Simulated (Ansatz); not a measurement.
(1) Predict a relaxed structure of InCl₂F, charge 0, singlet, at r2SCAN-D4/def2-SVP (Ansatz).

## Answers

(1) 
```xyz
4

In    0.062    0.003   -0.023
Cl   -0.272   -0.815    2.121
Cl   -1.669    0.723   -1.389
F     1.879    0.089   -0.708
```
Point group C2v (tolerance 0.1 Å). This is one stationary point.

In the def2 sets In takes a core potential; there is no spin–orbit coupling.
